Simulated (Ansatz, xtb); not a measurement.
The molecule TiGe, multiplicity 5 (lowest of 2S+1 = 1, 3, 5, 7 at PBE0/def2-TZVPP; our sources give no spin for the ground state, which may be another). No spin–orbit coupling. Ti is treated without relativity. Ge is treated without relativity.

Seven points along R, fitted to fifth degree in 1/R; most abundant isotopes. In def2 and cc sets the state is the lowest found near the PBE0 minimum, followed along R.

Run with Ansatz (Gaussian basis) for Hartree–Fock, density functionals and correlated methods; xtb for the GFN methods. Each number belongs to the level named beside it. The GFN methods have no spin term and hold the electronic entropy of 300 K.

| level | r_e (Å) | ω_e (cm⁻¹) | B_e (cm⁻¹) | ω_e x_e (cm⁻¹) | dipole (D) |
|---|---|---|---|---|---|
| GFN1-xTB | 2.411 | 347 | 0.0997 | 1.5 | - |
| GFN2-xTB | 2.443 | 309 | 0.0971 | 2.9 | - |
| SVWN5/def2-TZVPP | 2.447 | 294 | 0.0968 | 0.83 | 2.51 |
| PBE/def2-TZVPP | 2.495 | 278 | 0.0931 | 0.83 | 2.74 |
| r2SCAN/def2-TZVPP | 2.479 | 286 | 0.0943 | 0.93 | 3.59 |
| B97M-V/def2-TZVPP | 2.505 | 278 | 0.0924 | 0.92 | 3.07 |
| B3LYP/def2-TZVPP | 2.502 | 274 | 0.0926 | 0.95 | 3.12 |
| PBE0/def2-TZVPP | 2.480 | 285 | 0.0943 | 0.94 | 3.69 |
| BHLYP/def2-TZVPP | 2.546 | 239 | 0.0894 | 1.0 | 3.59 |
| CAM-B3LYP/def2-TZVPP | 2.471 | 285 | 0.0950 | 1.2 | 3.78 |
| wB97M-V/def2-TZVPP | 2.471 | 282 | 0.0949 | 1.6 | 3.66 |

Ansatz is a quantum-chemistry and plane-wave program.
